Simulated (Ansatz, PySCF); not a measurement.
The pair A = H2 (SMILES [H][H]) (first 2 atoms), B = C3H6 (SMILES C=CC); geometry from B3LYP-D3(BJ)/def2-TZVP.
(charge 0, multiplicity 1):
```xyz
11

H      0.1713    -0.0407     0.5281
H      0.2018    -0.4420    -0.0989
C     -0.4607     1.2427     3.2660
C      0.3690     0.2427     3.5353
C      0.0098    -1.2082     3.4978
H     -1.4948     1.0626     2.9934
H     -0.1391     2.2753     3.3086
H      1.3971     0.4730     3.8030
H      0.1813    -1.6795     4.4697
H     -1.0363    -1.3535     3.2254
H      0.6295    -1.7457     2.7742
```

MP2 and its Hartree–Fock in aug-cc-pVTZ are density fitted. Rows in 6-31G* carry no dispersion term and start afresh at each structure (6-31G* with six Cartesian d functions).

Codes used: Ansatz (a first-principles code) with Gaussian orbitals; PySCF for 6-31G* rows. Each number belongs to the level named beside it.

Total energies (hartree), monomers frozen at their geometry in the pair:

```
structure                 HF/6-31G*  HF/aug-cc-pVTZ  B3LYP/6-31G*
---------------------  ------------  --------------  ------------
AB                     -118.1978670    -118.2499388  -119.0833756
A in the pair's basis    -1.1267163      -1.1330024    -1.1755820
B in the pair's basis  -117.0717663    -117.1175206  -117.9080370
A                        -1.1266657      -1.1329859    -1.1754790
B                      -117.0711339    -117.1174832  -117.9073942
```

Problem. Work out the interaction energy without and with the counterpoise correction, and the superposition error, for each level.

Solution. 
E(AB) − E(A) − E(B), times 627.509 kcal/mol, with the monomers in their own basis and then in the pair's basis:
- HF/6-31G*: -0.04 uncorrected, 0.39 corrected; the monomers gain 0.43 kcal/mol from borrowed functions
- HF/aug-cc-pVTZ: 0.33 uncorrected, 0.37 corrected; the monomers gain 0.03 kcal/mol from borrowed functions
- B3LYP/6-31G*: -0.32 uncorrected, 0.15 corrected; the monomers gain 0.47 kcal/mol from borrowed functions
